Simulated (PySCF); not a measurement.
Assigning NMR signals

Structure with atom numbers: `[CH3:1][SiH:2]([CH3:3])/[CH:4]=[CH:5]\[C:6](=[O:7])[CH:8]([F:9])[F:10]`; H(Xn) means a hydrogen on atom n.

Relativity neglected, averaged over atoms made equivalent by symmetry, fast rotation or ring inversion, gas phase, single conformer. Coordinates at the GFN2-xTB level; PBE0/pcSseg-1 with gauge-including orbitals; PySCF.

δ = σ(ref) − σ, references computed at the same level: ¹³C (186.93 ppm) and ¹H (31.72 ppm) vs TMS.

Problem. Assign these signals to the numbered atoms. ¹³C{¹H} NMR (computed): δ 195.5 (C), 180.1 (CH), 140.2 (CH), 119.1 (CH), -2.9 (CH3).

Solution. 
195.5 → C6, ketone carbonyl carbon: low-lying n→π* states of the double bond to the heteroatom give a large paramagnetic term (-260 ppm)
180.1 → C4, β carbon of a C=C–C=O unit: conjugation with the carbonyl draws π density from the β position
140.2 → C5, α carbon of a C=C–C=O unit: as expected for a trigonal carbon in a double bond
119.1 → C8, sp3 CH bonded to 2 F, α to a carbonyl: 2 electronegative neighbours deshield it
-2.9 → C1/C3, methyl carbon bonded to Si: an electropositive neighbour leaves it electron-rich and shielded

Problem. Assign these signals to the numbered atoms. ¹H NMR (300 MHz, computed): δ 7.95 (m, 1H), 7.60 (m, 1H), 6.13 (m, 1H), 4.94 (m, 1H), 0.19 (d, 6H).

Solution. 
```tsv
δ (ppm)	atoms	environment	reason
7.95	H(C4)	hydrogen on a β carbon of a C=C–C=O unit	attached to an sp2 carbon and in the plane of the double bond
7.60	H(C5)	hydrogen on an α carbon of a C=C–C=O unit	attached to an sp2 carbon and in the plane of the double bond
6.13	H(C8)	hydrogen on an sp3 CH bonded to 2 F, α to a carbonyl	its carbon carries F, hence the downfield position
4.94	H(Si2)	hydrogen on a silicon bonded to 3 C	–
0.19	H(C1)/H(C3)	hydrogen on a methyl carbon bonded to Si	an electropositive neighbour shields it, as in TMS itself
```

Splittings by ¹⁹F in the carbon and heteronuclear signals aren't shown, as no couplings were computed. Shifts are as computed. Against solution values, carbons near 30 ppm lie about +3 ppm off and those near 130 ppm about +5 ppm. Of 1211 compounds with measured shifts, 218 miss one by over three times the rms of a fit or turn the order of signals round; such compounds aren't used in these exercises. Multiplicities follow the n + 1 count of equivalent neighbours, as no J values were calculated; m marks all less simple cases, F and P coupling included.
